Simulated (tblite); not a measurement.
Species: C₄H₁₁P₂Si (doublet state).
Cartesian coordinates in Å at the GFN2-xTB level; atoms count from 1:
```
atom  x, y, z in Å
C1    -1.8150    1.3237    0.4643
C2    -1.9710    0.0902    0.0209
C3    -1.1657   -0.4888   -1.1154
C4    -0.1226   -1.3622   -0.5164
Si5    1.4963   -0.7005    0.0619
P6     1.9087    1.1687   -1.1310
P7     1.5370   -0.0377    2.2453
H8    -2.3812    1.7088    1.2963
H9    -1.1174    2.0034    0.0002
H10   -2.6599   -0.5935    0.4987
H11   -0.6985    0.3262   -1.6756
H12   -1.8225   -1.0604   -1.7761
H13   -0.4435   -2.3492   -0.2138
H14    2.5405   -1.7375   -0.0106
H15    3.2061    1.3127   -0.6762
H16    2.3151    0.4836   -2.2600
H17    0.5465    0.9173    2.1060
H18    0.6384   -0.9985    2.6699
```

Method: GFN2-xTB as coded in tblite; computed harmonic values from a numerical Hessian at the method's own geometry, unscaled. Errors from tens to a few hundred cm⁻¹ against measured bands are possible. Modes of hydrogen on phosphorus and silicon can be 10 to 20 % off. One conformer, not necessarily the lowest. Open shells enter through the occupations alone, without spin polarisation, and single modes of such species can be off by tens of per cent.

Harmonic wavenumbers (cm⁻¹): 33.6, 50.9, 81.6, 85.9, 101.5, 102.4, 124.7, 146.1, 260.3, 322.8, 396.6, 424.5, 463.1, 511.5, 546.1, 574.5, 639.7, 663.7, 679.0, 695.4, 698.6, 771.0, 889.3, 912.8, 944.2, 1015.0, 1047.2, 1128.1, 1138.1, 1142.8, 1159.5, 1236.2, 1277.9, 1283.7, 1401.2, 1452.9, 1694.2, 2140.5, 2310.6, 2315.6, 2392.6, 2398.5, 2945.2, 2950.3, 3048.6, 3058.6, 3086.6, 3115.7.

A = 1433, B = 1083, C = 864.8 MHz; mass 149.011 u (most abundant isotopes); point group C1, symmetry number 1; spin multiplicity 2.

Problem. What is the zero-point energy?

Solution. ½Σν̃ = 27930 cm⁻¹ = 79.86 kcal/mol.

Problem. Give the ideal-gas entropy at 350 K and 1 bar in the rigid-rotor, harmonic-oscillator model (classical rotation).

Solution. Translation 41.73, rotation 30.34, vibration 46.73, spin (R ln 2) 1.38: S = 120.2 cal/(mol K).

Problem. And Cp and H(350 K) − H(0)?

Solution. Cp = 48.34 cal/(mol K), of which vibrations give 40.39 (their classical limit is 48 R = 95.4); H(350 K) − H(0) = 10.65 kcal/mol without the zero-point energy, 7.87 from vibrations.

Problem. What must be added to the electronic energy to get the Gibbs energy at 350 K and 1 bar?

Solution. ZPE + [H(350 K) − H(0)] − T·S = 79.86 + 10.65 − 42.06 = 48.45 kcal/mol.

Problem. Blend soft modes into free rotors: weight 1/[1 + (100 cm⁻¹/ν̃)⁴] for the oscillator and the rest for a rotor with moment μB/(μ + B), μ = h/(8π²ν), B = 10⁻⁴⁴ kg m². What vibrational entropy results?

Solution. 41.44 cal/(mol K) in place of 46.73, which changes −T·S at 350 K by +1.85 kcal/mol.

Problem. Which modes carry the vibrational entropy at 350 K?

Solution. 33.6 cm⁻¹: 5.92; 50.9 cm⁻¹: 5.10; 81.6 cm⁻¹: 4.17; 85.9 cm⁻¹: 4.07; 101.5 cm⁻¹: 3.74; 102.4 cm⁻¹: 3.72 cal/(mol K); the other 42 give 20.02 together.

Hindered rotation and anharmonicity are outside this model. Other conformers, if any are populated, would add a mixing term that is left out. The structure is chiral; the term R ln 2 for an equal mix with its mirror image is left out.
